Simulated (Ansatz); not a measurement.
SnF4, SMILES [F][Sn]([F])([F])[F].

The structure is a stationary point at PBE-D3(BJ)/def2-SVP. The isomer is the one that the SMILES or the coordinates give; other isomers of the formula were not compared. The def2 effective core potentials stand for the cores of Sn; spin–orbit coupling is left out.

Two levels are set side by side: PBE/def2-SVPD (Ansatz, an electronic-structure program) and PBE0/def2-SVPD (Ansatz). Energy differences of separate SCF runs at the same geometry; the states with an electron removed or added have multiplicity 2 and 2. Differences are taken from unrounded values.

| quantity | PBE0 |
|---|---|
| vertical ionisation energy (eV) | 14.83 |
| vertical electron affinity (eV) | 2.23 |
| vertical singlet–triplet gap (eV) | 5.96 |

What does PBE give, and how far is it from PBE0? (An estimate is asked for; the answer gives what the named calculation found.)


```csv
quantity,PBE,PBE minus PBE0
vertical ionisation energy (eV),13.70,-1.13
vertical electron affinity (eV),2.26,0.02
vertical singlet–triplet gap (eV),4.93,-1.03
```
